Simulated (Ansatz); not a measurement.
The cluster Si2Au2, relaxed as a singlet with RKS r2SCAN-D4/def2-SVP in Ansatz, starting from the GFN1-xTB geometry. Force threshold 0.02 eV/Å.

In the def2 sets Au takes a core potential; there is no spin–orbit coupling. The restricted singlet is unstable towards broken spin symmetry in Hartree–Fock (as tested in another run); at r2SCAN-D4/def2-SVP this wasn't settled. Another isomer (singlet) lies 0.49 eV lower at PBE0-D4/def2-TZVP; other spin states weren't run for this one.

Start:

```xyz
4

Au    1.424    0.112    1.258
Au   -1.910   -1.834   -0.424
Si   -0.421   -0.026   -0.377
Si    0.907    1.747   -0.457
```

| step | energy (eV) | largest force component (eV/Å) | SCF passes |
| --- | --- | --- | --- |
| 1 | -23139.0464 | 0.855 | 28 |
| 2 | -23139.1028 | 0.078 | 33 |
| 3 | -23139.1038 | 0.026 | 33 |
| 4 | -23139.1039 | 0.005 | 33 |

Force components are those of the run's own axes.

End:

```xyz
4

Au    1.384    0.084    1.241
Au   -1.853   -1.776   -0.412
Si   -0.410   -0.037   -0.359
Si    0.879    1.729   -0.470
```

By distances, no bond broke or formed. The bond that changes most is Au2–Si3, from 2.34 to 2.26 Å (atoms count from 1).

No frequencies were taken in this run, so the end may be a saddle point.

Hardware: 4 threads of Arm Neoverse N1 on a shared host. Wall time 21 s.
